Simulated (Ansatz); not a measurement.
`N[SiH](O)[SiH3]` → `[OH]`• + `N[SiH][SiH3]`• at 500 K and 1 bar (homolysis of the O–Si bond).

Calculated with Ansatz (gas phase, PBE0-D4/def2-TZVP geometries, no zero-point term in ΔE). CBS: MP2 limit from def2 TZ/QZ plus the TZ coupled-cluster correction, frozen cores. This one scheme is used for every species. Open shells (•) are unrestricted, without spin–orbit coupling. One conformer a species, not always the lowest.

```tsv
species	CCSD(T)/CBS energy (Eh)	H − E (kJ/mol)	S (J/(mol·K))
`N[SiH](O)[SiH3]`	-712.31896	246.2	435.5
`[OH]`•	-75.67771	37.0	199.0
`N[SiH][SiH3]`•	-636.43540	196.0	387.2
```

H − E and S are ideal-gas, rigid-rotor, harmonic terms from PBE0-D4/def2-TZVP, for one conformer and one mirror image of each species, with the whole ground term of open shells counted as degenerate. 1 Eh = 2625.50 kJ/mol, R = 8.31446 J/(mol·K).

By hand: ΔE, ΔH, ΔS and ΔG.

ΔE = (-75.67771) + (-636.43540) − (-712.31896) = 0.20585 Eh = 540.5 kJ/mol. Δ(H − E) = 37.0 + 196.0 − 246.2 = -13.2, so ΔH = 527.3 kJ/mol. ΔS = 199.0 + 387.2 − 435.5 = 150.7 J/(mol·K). ΔG = 527.3 − 500 × (150.7)/1000 = 451.9 kJ/mol.

By hand: the equilibrium constant, and the temperature at which ΔG would vanish if ΔH and ΔS stayed fixed.

log₁₀ K = −ΔG/(RT ln 10) = -47.2. ΔG = 0 at ΔH/ΔS = 3499 K, far beyond where these terms or the molecules hold.

The number of gas molecules changes by +1, which sets the sign of ΔS. A doubt of 5 kJ/mol in ΔE shifts log₁₀ K by 0.5 here. Other conformers and mirror images would add mixing entropy, several J/(mol·K) or more a flexible species. These are equilibria of isolated gas molecules and say nothing of rates. Largest T1 diagnostic: 0.016 (customary marks: 0.02 for closed shells, 0.045 for open ones).
